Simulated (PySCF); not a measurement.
## Electron affinity of W by level of theory

W- [Xe] 4f14 5d5 6s2 (6S) → W [Xe] 4f14 5d4 6s2 (5D), as a difference of total energies. Calculation: PySCF 2.14, in aug-cc-pwCVDZ-PP with ECP60MDF; scalar relativity through the core potential. Correlated levels: valence: 5s2 5p6 frozen. The calculations carry no spin-orbit coupling.

| method | electron affinity (eV) |
| --- | --- |
| UHF | 0.871 |
| MP2 (valence) | 1.036 |
| SCS-MP2 (valence) | 0.444 |
| CCSD (valence) | 1.297 |
| CCSD(T) (valence) | 1.325 |

Question: How much does correlation contribute at CCSD(T) (valence)?

Answer: 1.325 − (0.871) = 0.454 eV, measured against UHF.

The reference lies between the lowest fine-structure levels, while these numbers refer to the centres of the terms.

Errors of the correlated levels include the incompleteness of this basis and the frozen core.

The coupled-cluster amplitudes are large for W- (T1 above 0.03 or a double amplitude above 0.15), so a single reference is strained.

For comparison: 0.817 eV (measured; photodetachment measurements, as compiled on the Wikipedia data page of electron affinities).
